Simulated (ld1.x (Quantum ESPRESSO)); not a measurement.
**Transferability test, TM potential for P (Z = 15)**

```
Element                 : phosphorus (P)
Generator               : ld1.x (Quantum ESPRESSO) 7.5
Type                    : norm-conserving Troullier–Martins (Kleinman–Bylander form)
Functional              : PBEsol
Relativity              : non-relativistic
Frozen core             : [Ne]
Valence charge          : 5
Reference configuration : 3s2 3p3
Partial waves           : 3s (bound): rc 1.75 bohr; 3p (bound): rc 1.85 bohr
Local potential         : the p channel
Core correction         : Bessel-smoothed model core inside 0.90 bohr
```

Energies are relative to the spin-unpolarised reference configuration 3s2 3p3; without spin polarisation the order of configurations can differ from experiment.

Task: Give the all-electron excitation energy and the error of the potential for: 3s2 3p2; 3s2 3p1; 3s2 3p0; 3s2 3p3.3; 3s1 3p3; 3s1 3p4; 3s1 3p0.

Result:

```
valence configuration  charge  ΔE all-electron (eV)  error AE − PS (meV)
              3s2 3p2      +1                 9.710                 +3.2
              3s2 3p1      +2                28.834                  +22
              3s2 3p0      +3                58.550                  +77
            3s2 3p3.3    -0.3                -1.302                 +0.1
              3s1 3p3      +1                18.710                 +1.0
              3s1 3p4       0                 8.422                 -3.1
              3s1 3p0      +4               110.339                 +149
```

Levels in the configuration 3s2 3p2:

```csv
level,all-electron (eV),pseudo (eV)
3s,-23.146,-23.136
3p,-14.192,-14.184
```
